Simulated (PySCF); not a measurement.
## IGeN, singlet: data card

Level of theory: PySCF, PBE0, basis Ge def2-TZVP, N def2-TZVP, I def2-TZVP with ECP28 (scalar-relativistic core potentials, no spin–orbit coupling, density fitting).

The structure is a minimum.

```
Point group                                                                   : C∞v
Bond lengths                                                                  : Ge–I 2.454 Å, Ge–N 1.638 Å
Bond angles                                                                   : I–Ge–N 180.0°
Heat capacity Cp at 298.15 K                                                  : 54.2 J/(mol K)
Lowest empty level                                                            : -3.47 eV
Dipole moment                                                                 : 4.69 D
Enthalpy at 298.15 K above 0 K                                                : 13.91 kJ/mol
Principal polarisabilities                                                    : 46.9, 46.9, 114.8 bohr³
Principal quadrupole moments (Buckingham, traceless) about the centre of mass : -12.65, 6.33, 6.33 D Å
Rotational constants                                                          : 0.04068 cm⁻¹
Atomisation energy without zero-point energy                                  : 521 kJ/mol
Rotational symmetry number                                                    : 1
Highest occupied level                                                        : -7.55 eV
Entropy at 298.15 K and 1 bar                                                 : 291.8 J/(mol K)
Zero-point energy                                                             : 8.9 kJ/mol
```

Harmonic modes (masses in u: Ge 73.921, N 14.003, I 126.904):
```
symmetry  ω (cm⁻¹)  IR (km/mol, summed over degenerate members)  μ (u)     type
       π        99                                         21.5  19.97     bend
      σ+       247                                         10.2  57.21  stretch
      σ+      1045                                         10.1  16.29  stretch
```

In C∞v the vibrations span π + 2σ+.

Charges (e):
```csv
atom,Mulliken,Löwdin,polar tensor,Mayer order to Ge1
Ge1,0.48,0.16,0.52,–
N2,-0.49,-0.37,-0.35,2.74
I3,0.02,0.21,-0.17,1.19
```

Mulliken populations on Ge1: s 7.30, p 13.95, d 10.22, f 0.05.

Counting electrons, germanium keeps none of its valence electrons outside its bonds, so the VSEPR class is AX2 and the expected shape is linear; with unlike ligands the computed point group is C∞v.

Other isomers or separated fragments may lie lower.

The final relaxation and frequency run took of the order of 100 core-seconds on a shared host.
